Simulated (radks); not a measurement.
The numbers below are computed, except where a source is named.
Neutral boron inside a hard spherical wall (all orbitals vanish at R), configuration held at [He] 2s2 2p1 and not refilled when levels cross. Code: a radial shooting solver on a logarithmic mesh with Libxc functionals. Model: scalar-relativistic Kohn-Sham, LDA (Slater exchange, Perdew-Wang correlation), spin-polarised, spherical densities, point nucleus; open shells are filled with parallel spins first. Eigenvalues in eV for spin up, with the zero of energy where the potential of the charges vanishes at infinity; a dash marks a level that is unbound or too diffuse for the functional's potential to be trusted. A positive occupied level is held by the wall or, in an anion where self-interaction has pushed it up, behind a barrier. The pressure on the wall is -dE/dV.

| R (bohr) | E (hartree) | kinetic (hartree) | e(1s) | e(2s) | e(2p) | e(3s, empty) | e(3p, empty) | pressure (GPa) |
|---|---|---|---|---|---|---|---|---|
| free | -24.35988 | 24.193 | -178.64 | -9.805 | -4.096 | -0.162 | - | 0 |
| 20 | -24.35988 | 24.193 | -178.64 | -9.805 | -4.096 | -0.123 | 0.436 | < 0.0001 |
| 15 | -24.35988 | 24.193 | -178.64 | -9.805 | -4.096 | -0.008 | 0.759 | < 0.0001 |
| 12 | -24.35987 | 24.193 | -178.64 | -9.803 | -4.094 | 0.245 | 1.260 | 0.000165 |
| 10 | -24.35979 | 24.194 | -178.63 | -9.795 | -4.084 | 0.706 | 2.002 | 0.00230 |
| 8 | -24.35901 | 24.200 | -178.53 | -9.738 | -4.014 | 1.939 | 3.681 | 0.0374 |
| 7 | -24.35701 | 24.214 | -178.36 | -9.633 | -3.881 | 3.327 | 5.362 | 0.166 |
| 5 | -24.32402 | 24.390 | -176.69 | -8.609 | -2.605 | 11.439 | 13.871 | 4.42 |
| 2.5 | -23.11066 | 27.922 | -158.16 | 9.847 | 15.920 | 95.343 | 85.544 | 750 |
| 1.5 | -16.69017 | 40.997 | -122.51 | 89.045 | 74.648 | 356.22 | 281.89 | 17000 |
